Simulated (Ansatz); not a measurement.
Level of theory: frozen-core CCSD(T)/cc-pVTZ // B3LYP-D3(BJ)/def2-TZVP (Ansatz, a first-principles code). The restricted HF reference is unstable towards unrestricted orbitals.

Ansatz 0.2 input:
```yaml
crystal:
  periodic: [false, false, false]
  atoms:
    - { symbol: N, position_ang: [-0.006081, 0.973028, -1.834814] }
    - { symbol: C, position_ang: [-0.018742, 0.368276, -0.723192] }
    - { symbol: Si, position_ang: [0.907004, -0.001201, 0.916962] }
    - { symbol: Si, position_ang: [-1.168247, -0.770646, 0.278719] }
    - { symbol: H, position_ang: [0.859859, 1.507585, -1.965924] }
    - { symbol: H, position_ang: [1.075234, 1.119829, 1.870765] }
    - { symbol: H, position_ang: [2.114215, -0.856328, 0.838803] }
    - { symbol: H, position_ang: [-1.351028, -2.157029, -0.206133] }
    - { symbol: H, position_ang: [-2.412217, -0.183517, 0.824812] }
basis:
  gaussian: { orbitals: cc-pVTZ }
correlation:
  method: ccsd_t
```

Output:

```
Functional definition: HF
1142 factors; integrals over basis functions are off by at most 1.0e-3 eV
mean field evaluation 1: about -18311.1529 eV, gradient 3.1e1 eV
mean field evaluation 2: about -18311.4571 eV, gradient 3.1e1 eV
mean field evaluation 4: about -18314.5682 eV, gradient 4.4e0 eV
mean field evaluation 8: about -18314.6690 eV, gradient 4.5e-1 eV
mean field evaluation 16: about -18314.6710 eV, gradient 2.3e-6 eV
mean field -18314.67098567 eV, -673.0517445937 hartree, gradient 2.3e-6 eV, S^2 0.000000; 0 other end points of the search recorded, 0 dependent functions left out; unrestricted orbitals would lower it
12 core orbitals not correlated
reference -18314.67098567 eV, -673.0517445937 hartree; 11, 11 occupied and 175, 175 virtual orbitals, 1142 factors
second order -16.26338578 eV of doubles, -0.00000000 eV of singles
cycle   1  -16.77618505 eV  change   -5.1e-1 eV  update   1.1e-1
cycle   2  -17.34127051 eV  change   -5.7e-1 eV  update   3.5e-2
cycle   3  -17.45229511 eV  change   -1.1e-1 eV  update   1.8e-2
cycle   4  -17.44376012 eV  change    8.5e-3 eV  update   5.1e-3
cycle   5  -17.44465289 eV  change   -8.9e-4 eV  update   2.5e-3
cycle   6  -17.44472954 eV  change   -7.7e-5 eV  update   8.1e-4
cycle   7  -17.44437209 eV  change    3.6e-4 eV  update   3.8e-4
cycle   8  -17.44439460 eV  change   -2.3e-5 eV  update   1.5e-4
cycle   9  -17.44441172 eV  change   -1.7e-5 eV  update   6.0e-5
cycle  10  -17.44438226 eV  change    2.9e-5 eV  update   2.2e-5
cycle  11  -17.44438476 eV  change   -2.5e-6 eV  update   9.3e-6
perturbative correction -0.85158546 eV, -0.0312951884 hartree
Total energy: -18332.96695589 eV, -673.7241090977 hartree
```

Cost: roughly 70 core-seconds.
